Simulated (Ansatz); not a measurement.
Computed with Ansatz on PBE0-D4/def2-TZVP structures; ΔE is electronic, products minus reactants. CCSD(T)/CBS adds triple-zeta CCSD(T) − MP2 to the extrapolated MP2 energy (def2 sets, frozen cores). Functionals use def2-TZVPP. For Ge outer-core shells are correlated without core-valence functions, which leaves a few kJ/mol of doubt a bond. Scalar relativity is left out up to krypton. Each species was taken in one conformer, which may not be the lowest.

`O[SiH2]C#[C][GeH3]` + `B1O[SiH2]1` → `[GeH3][B]1O[SiH2]1` + `C#C[SiH2]O`  (formal exchange of groups at a Ge–C bond)

| level | ΔE (kJ/mol) |
| --- | --- |
| r2SCAN-D4 | 10.5 |
| ωB97M-V | 14.2 |
| B2PLYP | 16.0 |
| PBE | 5.1 |
| CCSD/def2-TZVPP | 16.2 |
| SCS-MP2/def2-QZVPP | 21.5 |
| HF/CBS(def2) | 27.7 |
| MP2/CBS(def2) | 17.6 |

(1) What does CCSD(T)/CBS give? (Best estimate.)

Largest T1 diagnostic among the species: 0.017.

Answers

(1) The calculation gave: +12.3 kJ/mol. The listed levels differ from it by -1.8, 1.9, 3.7, -7.2, 3.9, 9.2, 15.4, 5.3 kJ/mol.

From PBE to PBE0 (25 % exact exchange), in def2-TZVPP and without D4, ΔE moves by +3.8 kJ/mol. In def2-TZVPP, CCSD(T) changes the Hartree–Fock value by −11.7 kJ/mol (the triples alone add −0.9 kJ/mol) and MP2 by −6.4 kJ/mol.
